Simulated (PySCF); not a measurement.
## Excitation energy of Hf(2+) by level of theory

Hf(2+) [Xe] 4f14 5d2 (3F) → Hf(2+) [Xe] 4f14 5d1 6s1 (3D), as a difference of total energies. All numbers are calculated (PySCF 2.14, scalar relativity by spin-free X2C-1e, in ANO-RCC-VTZP (8s7p5d3f2g1h, 104 functions)). Correlated levels: valence: [Xe] 4f14 frozen. The calculations carry no spin-orbit coupling.

```tsv
method	excitation energy (eV)
UHF	0.349
MP2 (valence)	0.331
SCS-MP2 (valence)	0.343
CCSD (valence)	0.321
```

A first-order spin-orbit estimate (lowest level to lowest level, LS coupling) adds 0.088 eV.

The basis was made for the ground configuration and has no added diffuse functions, so the excitation energy can come out too high.

With two correlated electrons CCSD is exact in that space.
